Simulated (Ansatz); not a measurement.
System: CuBr2 (charge 0, doublet). The spin state was set by rule; other spins were not relaxed. 
Geometry from a B3LYP-D3(BJ)/def2-TZVP (Ansatz, an electronic-structure program) optimisation:
```xyz
3

Cu     0.0000     0.0000     0.0000
Br     0.0000     0.0000     2.2242
Br     0.0000     0.0000    -2.2242
```
Charge 0, spin multiplicity 2.

Wanted: vertical ionisation energy (to the triplet state of charge +1; each state is the SCF solution reached for its spin; for the triplet T1 is 0.045; for the doublet the Hartree-Fock reference is unstable and T1 is 0.063), in eV. Correlated levels leave the core frozen unless marked. UHF or UKS for open shells. Spin-orbit coupling is left out. Frozen are the shells of the preceding noble gas and the d and f shells that filled before the atom's block. No relativistic terms. 

```csv
level,program,vertical ionisation energy (eV)
SVWN5/def2-TZVPD,Ansatz,10.01
PBE/def2-TZVPD,Ansatz,9.78
r2SCAN/def2-TZVPD,Ansatz,10.00
B3LYP/def2-TZVPD,Ansatz,10.20
PBE0/def2-TZVPD,Ansatz,10.19
BHLYP/def2-TZVPD,Ansatz,10.27
CAM-B3LYP/def2-TZVPD,Ansatz,10.17
wB97M-V/def2-TZVPD,Ansatz,10.05
wB97X-V/def2-TZVPD,Ansatz,10.09
CCSD/def2-SVPD,Ansatz,9.87
CCSD(T)/def2-SVPD,Ansatz,9.82
```
